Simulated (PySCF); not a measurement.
# Solvent effects on NMR parameters

Bonds (- single, = double, # triple, : aromatic): C1=C2, C2-O3, O3-C4, C4-O5, O5-C6, C6-F7, C6=C8, C8-C9, C9=O10, C9-C11, C11-Cl12, C11=C4. C1 carries H13, H14; C2 carries H15; C8 carries H16. H14 is cis to O3; H13 is trans to O3.

GIAO PBE0/pcSseg-1 in PySCF 2.14.0 with density-fitted response routines on one PBE0-D3(BJ)/def2-SVP conformer, non-relativistic, equivalent nuclei averaged. Solvents enter as an IEF-PCM continuum (benzene with ε = 2.3) around the gas-phase geometry. Shifts are referred to TMS, CFCl3 computed in the same medium.

Gas phase, δ in ppm: C9 172.5, C6 166.7, C4 157.5, C2 145.9, C11 110.9, C1 105.3, C8 95.9, F7 -85.4, H15 7.27, H16 5.65, H14 5.49, H13 5.00. Dipole moment 5.25 D.

**Question.** How does each δ change in the continuum?

**Answer.** 
| atoms | environment | Δδ, benzene |
| --- | --- | --- |
| C9 | ring carbonyl carbon | +2.2 |
| C6 | unsaturated ring carbon | +1.1 |
| C4 | unsaturated ring carbon | +1.5 |
| C2 | alkene carbon bearing oxygen | +0.9 |
| C11 | unsaturated ring carbon | -0.9 |
| C1 | β carbon of an enol-ether or enamine type C=C | +1.2 |
| C8 | unsaturated ring CH | +0.7 |
| F7 | fluorine on an unsaturated ring | +3.3 |
| H15 | hydrogen on an alkene carbon bearing oxygen | +0.11 |
| H16 | hydrogen on a unsaturated ring CH | +0.16 |
| H14 | hydrogen on a β carbon of an enol-ether or enamine type C=C | +0.08 |
| H13 | hydrogen on a β carbon of an enol-ether or enamine type C=C | +0.15 |

Changes are relative to the gas phase. The dipole moment becomes 6.10 D in benzene.

**Question.** Which of the listed nuclei move most (in ppm), and what does the model miss? (N and O are left out, as their reference compounds move with the solvent too.)

**Answer.** F7 (fluorine on an unsaturated ring, +3.3 ppm) in benzene. A continuum only polarises the solute; specific hydrogen bonds, the anisotropy of aromatic solvents and changes of geometry or conformer are outside it.
